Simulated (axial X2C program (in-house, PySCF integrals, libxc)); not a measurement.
SiTe at several levels of theory

Calculated with an axial X2C code built on PySCF integrals. Spin-free means the one-electron spin-free X2C Hamiltonian; two-component (2c) means X2C with spin–orbit coupling and atomic mean-field two-electron Coulomb and Gaunt terms, so the difference of the two also holds small scalar two-electron terms. Basis: Te dyall-cv3z [11s12p8d4f1g], Si dyall-v3z [8s7p2d1f] (cores contracted in-house); Gaussian nuclei, density fitting, unrestricted open shells. Masses: Te 129.906 u, Si 27.977 u.

Input:
```json
{
 "zs": [
  52,
  14
 ],
 "q": 0,
 "bas": [
  "dyall-cv3z",
  "dyall-v3z"
 ],
 "levels": [
  "PBE0",
  "HF",
  "r2SCAN"
 ],
 "cc": true,
 "r0": 2.35,
 "thr": -2.0,
 "nmax": 110,
 "npts": 10,
 "nst": 2,
 "ntry": 8
}
```
```bash
python so2c.py task.json out
```

Keys: zs atomic numbers; q charge; bas basis sets; levels methods; cc coupled cluster on or off; r0 starting distance in Å; thr threshold in hartree for freezing inner shells (an s shell follows its p shell); nmax most natural virtual spinors; npts points on the curve; nst determinants followed; ntry starts of the search. HF also brings MP2.

State, spin-free: M_S = 0, Λ = 0 (closed shell); electrons by block: σα: 15, σβ: 15, π+α: 7, π+β: 7, π-α: 7, π-β: 7, δ+α: 2, δ+β: 2, δ-α: 2, δ-β: 2. Fragments: Te + Si.

State, 2c: Ω = 0 (closed shell); electrons by block: 1/2: 22, -1/2: 22, 3/2: 9, -3/2: 9, 5/2: 2, -5/2: 2. Fragments: Te + Si.

| Hamiltonian | level | Re (Å) | ωe (cm⁻¹) | ωexe (cm⁻¹) | αe (cm⁻¹) | De (eV) | k (mdyn/Å) | μ (D) |
| --- | --- | --- | --- | --- | --- | --- | --- | --- |
| spin-free | PBE0 | 2.273 | 495.3 | 1.13 | 0.000473 | 4.59 | 3.33 | 0.80 |
| spin-free | HF | 2.257 | 524.7 | 1.08 | 0.000439 | 2.35 | 3.73 | 1.43 |
| spin-free | MP2 | 2.275 | 494.4 | 1.08 | 0.000473 | 4.73 | 3.31 | n/a |
| spin-free | r2SCAN | 2.283 | 485.0 | 1.18 | 0.000488 | 4.66 | 3.19 | 0.67 |
| 2c | PBE0 | 2.276 | 491.6 | 1.16 | 0.000481 | 4.34 | 3.28 | 0.76 |
| 2c | HF | 2.260 | 519.6 | 1.13 | 0.00045 | n/a | 3.66 | 1.37 |
| 2c | r2SCAN | 2.286 | 482.4 | 1.19 | 0.000492 | n/a | 3.16 | 0.64 |

Correlated methods: 20 electrons correlated (number of frozen shells: Te 4 s, 3 p, 1 d; Si 2 s, 1 p), 218 virtual spin orbitals or spinors in MP2.

Dipoles are positive if Si is the positive end.

One determinant describes the state; a PBE0 search over occupations chose it and may have missed a lower one. The closed shell is kept restricted, so the energy runs too high when the bond is stretched far. De is counted from the lowest determinant-based energies of the atoms at the same level, without counterpoise correction. De is not given where an atomic determinant may have missed its ground term or J level, or where the truncated virtual space spoils (T). A 2c atom that is not at its ground J level misses part of its spin–orbit lowering, and De is too large by that part (0.04 eV or less for light atoms). This holds for PBE0. Without a current term, density functionals place determinants with orbital angular momentum somewhat too high.

No reliable constants came from CCSD (2c), CCSD (spin-free), CCSD(T) (2c), CCSD(T) (spin-free), MP2 (2c): no minimum in range, unconverged points, a curve that is not smooth, a change of character along it, or the two Hamiltonians disagreeing along it.

Rough cost a point (2c) on 1 thread(s) of a shared host, integrals apart: PBE0 0.3 s, HF 0.27 s, r2SCAN 0.4 s.

The whole task took 5.8 min on 1 thread of Arm Neoverse V2 (shared host).
